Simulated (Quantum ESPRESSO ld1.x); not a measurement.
Question: The mean radii <r> (bohr) of the occupied orbitals of an atom or ion are listed with their occupations. All-electron calculation, Dirac Kohn-Sham, HCTH/120, spin-unpolarised, spherical densities, point nucleus. Program: ld1.x of Quantum ESPRESSO 7.5.

orbital  occ.      <r>
1s1/2       2  0.02906
2s1/2       2   0.1249
2p1/2       2   0.1056
2p3/2       4   0.1110
3s1/2       2   0.3345
3p1/2       2   0.3243
3p3/2       4   0.3349
3d3/2       4   0.3039
3d5/2       6   0.3072
4s1/2       2   0.7135

Name the element and its charge. Open shells, if any, fill j = l - 1/2 first.

Answer: Z = 50, tin, charge +20: Sn20+ in [Ar] 3d10 4s2. The 1s radius gives Z: for a bare nucleus <r> = (2 gamma + 1)/(2Z) with gamma = sqrt(1 - (Z/c)^2), 0.02862 bohr for Z = 50, and screening makes it slightly larger (0.02906 here). The occupations add up to 30, and the charge is Z minus that.
